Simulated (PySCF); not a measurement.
# Stretching SnF

Set-up: basis Sn cc-pVDZ-PP with ECP28, F cc-pVDZ; scalar-relativistic core potentials; PySCF 2.14. Energies in eV from Sn + F in their ground configurations at the same level. State: ²Π (doublet), unpaired electrons π ↑.

```
R (Å)    PBE0  UHF-CCSD(T)     PBE  UHF-SCS-MP2
1.698  -3.307               -3.639       -2.963
1.778  -4.031       -3.573  -4.403       -3.704
1.857  -4.417       -3.974  -4.829       -4.101
1.916  -4.548       -4.113  -4.988       -4.237
1.975  -4.579       -4.151  -5.047       -4.271
2.034  -4.536       -4.112  -5.030       -4.228
2.113  -4.395       -3.975  -4.923       -4.085
2.212  -4.132       -3.715  -4.700       -3.816
2.330  -3.748       -3.330  -4.362       -3.418
2.489  -3.197               -3.868       -2.843
```

Q: Put a parabola through the three lowest points of the PBE0 curve and estimate Re, k and ωe (reduced mass 16.4 u; 1 eV/Å² = 0.16022 mdyn/Å; ωe = 1302.8·√(k/μ) cm⁻¹).

A: Through R = 1.916, 1.975, 2.034 Å the second-order coefficient is 10.6 eV/Å², so Re ≈ 1.970 Å, k ≈ 3.41 mdyn/Å and ωe ≈ 594 cm⁻¹. A polynomial fit of higher order to the unrounded PBE0 energies gives Re = 1.967 Å, k = 3.51 mdyn/Å, ωe = 603 cm⁻¹; anharmonicity and rounding make the difference.

The higher-order fit for each curve: PBE0: Re = 1.967 Å, ωe = 603 cm⁻¹, De = 4.58 eV; UHF-CCSD(T): Re = 1.972 Å, ωe = 603 cm⁻¹, De = 4.15 eV; PBE: Re = 1.989 Å, ωe = 575 cm⁻¹, De = 5.05 eV; UHF-SCS-MP2: Re = 1.969 Å, ωe = 609 cm⁻¹, De = 4.27 eV.

Correlated steps freeze 5 core orbitals. Correlated levels converge slowly with the basis: in double zeta they bind strong bonds too weakly, by up to about 1 eV, and carry superposition errors of some tenths. These are scalar-relativistic numbers at best; spin–orbit coupling would shift them, the dissociation energy most. The state was picked by a PBE0 search and need not be the measured ground state.
